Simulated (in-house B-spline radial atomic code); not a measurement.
## B3LYP (VWN-RPA) excitations of Sc³⁺

Method: B3LYP (VWN-RPA). Computed with an all-electron radial atomic-structure program (B-spline basis): linear response of the closed shell [Ne] 3s2 3p6 with the functional's adiabatic kernel; scalar-relativistic (spin-free one-electron X2C), finite nucleus, no spin-orbit coupling, no double excitations, S, P, D and F terms only. Only terms of natural parity with L up to 3 were computed.

Command:
```bash
python run_td.py task.json out
```
Settings (radii: box in bohr, nucleus in fm):
```
Z                        21
electrons                18
configuration            [Ne] 3s2 3p6
hamiltonian              x2c
method                   b3lyp
box_radius               23.08
rms_radius               3.5459
intervals                73
```

Cost of the run: 1.2 s on 1 thread of Arm Neoverse N1 (shared host).

The lowest states, in the order of their Tamm-Dancoff energies; the method's threshold (minus the highest occupied level) is 66.69 eV. Labels give the largest channel, * marks a mixed state, and oscillator strengths are full-response dipole values. Semilocal kernels can invert the small singlet-triplet splittings of Rydberg terms. Energies in eV:

```csv
state,full response,Tamm-Dancoff,oscillator strength
3p → 3d 3P,29.702,29.814,-
3p → 3d 3F,30.09,30.28,-
3p → 3d 1F,32.85,32.86,-
3p → 4s 3P,39.46,39.48,-
3p → 4s 1P,40.02,40.05,0.928
3p → 3d 1P,41.90,43.52,3.62
3p → 4p 3S,44.30,44.33,-
3p → 4p 3D,44.72,44.74,-
3p → 4p 1D,45.13,45.13,-
3p → 4p 1S,47.28,47.48,-
3p → 4d 3P,52.25,52.26,-
3p → 4d 3F,?,?,-
3p → 4d 1F,?,?,-
3s → 3d 3D,53.60,53.66,-
3p → 4d 1P,53.71,54.00,0.209
3p → 5s 3P,54.06,54.06,-
```

Where does 3p → 4d 1F lie?

At 52.55 eV in full response, 52.55 eV in Tamm-Dancoff.

Where does 3p → 4d 3F lie?

At 52.30 eV in full response, 52.31 eV in Tamm-Dancoff.

How large is the singlet-triplet splitting of 3p → 3d (F terms) in Tamm-Dancoff?

2.58 eV, from the unrounded values.

What polarisabilities and dispersion coefficient does the method give?

Dipole 2.154 bohr³, quadrupole 3.608 bohr⁵, C6 5.701 hartree·bohr⁶ for two such species.
